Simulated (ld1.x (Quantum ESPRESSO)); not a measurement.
# Which change was made? (Cd, TM)

* Element: cadmium
* Generator: ld1.x (Quantum ESPRESSO) 7.5
* Type: norm-conserving Troullier–Martins (Kleinman–Bylander form)
* Functional: Wu–Cohen
* Relativity: scalar-relativistic
* Frozen core: [Ar] 3d10 4s2
* Valence charge: 18
* Reference configuration: 4p6 4d10 5s2 5p0
* Partial waves: 5s (bound): rc 2.55 bohr; 4p (bound): rc 1.35 bohr; 4d (bound): rc 1.25 bohr
* Local potential: the d channel
* Core correction: a·sin(br)/r model core inside 1.20 bohr

Cutoffs, loose and tight: the cutoffs (Ry, on a coarse ladder) from which the occupation-weighted sum of valence levels, in a spherical-Bessel basis at the reference potential, stays within 10 and 1 mRy of its value at 400 Ry. They do not see the model core or the augmentation charge, which bear on the density cutoff. Test errors are all-electron minus pseudo excitation energies from the reference, over the configurations 4p6 4d10 5s1 5p0; 4p6 4d10 5s0 5p0; 4p6 4d9 5s0 5p0; 4p6 4d9 5s2 5p0; 4p6 4d10 5s0 5p1; 4p6 4d9 5s2 5p1; 4p6 4d10 5s0 5p2; variants that change the core or the reference have their own tests. The largest error is taken over the tests solved by every variant that gives reliable tests at all, those not shown here included: 4p6 4d10 5s0 5p0; 4p6 4d10 5s0 5p1; 4p6 4d10 5s0 5p2; 4p6 4d10 5s1 5p0; 4p6 4d9 5s0 5p0; 4p6 4d9 5s2 5p1.

The base gives: outcome: generated; cutoff, loose: 90 Ry; cutoff, tight: 140 Ry; bound ghosts: s; largest test error (meV): +51.

(1) After one change the result is: outcome: generated; cutoff, loose: 120 Ry; cutoff, tight: 180 Ry; bound ghosts: s; largest test error (meV): +66. Which change was it?
A. wave 4d (bound): rc 1.25 bohr becomes 4d (bound): rc 0.86 bohr
B. wave 4d (bound): rc 1.25 bohr becomes 4d (bound): rc 1.88 bohr
C. wave 4d (bound): rc 1.25 bohr becomes 4d (bound): rc 1.72 bohr
D. wave 4d (bound): rc 1.25 bohr becomes 4d (bound): rc 0.98 bohr

Results:

(1) D. The others give: wave 4d (bound): rc 1.25 bohr becomes 4d (bound): rc 0.86 bohr → outcome: generated; cutoff, loose: 230 Ry; cutoff, tight: over 300 Ry; bound ghosts: s; largest test error (meV): +104 | wave 4d (bound): rc 1.25 bohr becomes 4d (bound): rc 1.88 bohr → outcome: generated; cutoff, loose: 70 Ry; cutoff, tight: 120 Ry; bound ghosts: s; largest test error (meV): -103 | wave 4d (bound): rc 1.25 bohr becomes 4d (bound): rc 1.72 bohr → outcome: generated; cutoff, loose: 80 Ry; cutoff, tight: 120 Ry; bound ghosts: s; largest test error (meV): -35.
